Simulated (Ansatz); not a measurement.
CH₆OSiSn, SMILES `[SnH3][CH]1O[SiH2]1`. The species carries charge 0 and has multiplicity 1. Sn: def2 effective core potential. Geometry: relaxed with PBE0-D4/def2-TZVP.

```xyz
10

Sn    0.728    1.396   -0.641
C     0.474   -0.554    0.207
O    -0.272   -1.502   -0.666
Si   -1.109   -1.233    0.744
H    -0.813    1.998   -1.061
H     1.713    1.310   -2.032
H     1.457    2.418    0.518
H     1.385   -1.007    0.601
H    -1.200   -2.372    1.684
H    -2.362   -0.454    0.646
```

(1) What is the dipole moment at B3LYP/def2-TZVPP? (Best estimate.)

(2) And with PBE, r2SCAN, ωB97M-V? (Estimate.)

(3) Give the Mulliken charges with B3LYP, ωB97M-V, PBE in def2-TZVPP. (An estimate is asked.)

## Answers

(1) The calculation gave: 1.84 D, with components (-0.46, 0.17, 1.78) D in this frame, pointing from negative to positive charge.

(2) Computed: PBE 1.62 D, r2SCAN 1.70 D, ωB97M-V 1.86 D.

(3) Ansatz gave: 
```csv
atom,B3LYP,ωB97M-V,PBE
Sn1,0.64,0.52,0.57
C2,-0.27,-0.34,-0.24
O3,-0.41,-0.40,-0.33
Si4,0.44,0.40,0.37
H5,-0.13,-0.09,-0.12
H6,-0.13,-0.09,-0.11
H7,-0.13,-0.09,-0.12
H8,0.11,0.13,0.10
H9,-0.06,-0.02,-0.06
H10,-0.06,-0.02,-0.06
```

B3LYP here is the variant with VWN-RPA as its local correlation; programs differ in this.
